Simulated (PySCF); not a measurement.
Compound: cis-Sn(PH3)2F4.
Bonds: Sn1–P2, Sn1–F6, Sn1–P7, Sn1–F11, Sn1–F12, Sn1–F13. Hydrogens: H3, H4, H5 on P2; H8, H9, H10 on P7.

Computed, not measured: TDDFT wB97X-D/def2-SVPD, vertical, gas phase, core orbitals frozen in the response, def2 core potentials past Kr in PySCF. Isolated species at its PBE0-D3(BJ)/def2-SVP geometry, gas phase. Spin–orbit coupling is left out.

```tsv
state	E (eV)	λ (nm)	f	main configurations (H = HOMO, L = LUMO)
S1	6.17	201.1	0.376	H→L (96%)
S2	6.63	187.0	0.186	H-1→L (92%)
S3	7.30	169.9	0.0001	H-2→L (92%)
S4	7.38	167.9	0.0016	H-3→L (76%)
S5	7.40	167.6	0.0056	H-4→L (70%), H-6→L (9%), H-3→L (8%)
S6	7.55	164.3	0.093	H→L+1 (68%), H-6→L (9%)
S7	7.64	162.3	0.018	H→L+2 (58%), H-7→L (14%)
S8	7.67	161.7	0.015	H-7→L (70%), H→L+2 (12%)
S9	7.76	159.7	0.0026	H-8→L (77%)
S10	7.78	159.3	0.013	H-9→L (70%)
```

Triplets (Tamm–Dancoff): T1 5.39 eV, H→L (95%); T2 5.71 eV, H-1→L (93%); T3 6.57 eV, H→L+1 (64%), H-1→L+4 (10%); T4 6.72 eV, H-1→L+1 (37%), H→L+4 (22%), H→L+3 (11%).

The lowest singlet lies at 6.17 eV (201 nm, ultraviolet) and is strong; its leading configuration is HOMO→LUMO (96%). The lowest level is also the most intense of those listed (f = 0.376). Löwdin shares by element: HOMO phosphorus 52%, fluorine 7% or more, tin 6% (atoms not listed hold the other 34%); LUMO tin 30%, fluorine 22% or more, phosphorus 10% or more (atoms not listed hold the other 39%). Weighted by f, the mean energy of these states is 6.59 eV. Orbital energies (eV): HOMO-3 -12.56, HOMO-2 -12.52, HOMO-1 -11.15, HOMO -10.67, LUMO -0.31, LUMO+1 1.31, LUMO+2 1.51. All these states lie below the vertical ionisation energy of 10.84 eV (ΔSCF). Singlets were solved by full linear response, triplets in the Tamm–Dancoff approximation.

On one thread of an Arm Neoverse V1, on a shared host, this took 3.4 min wall (grids of density and orbitals included) and 1.2 GiB of memory at its peak.
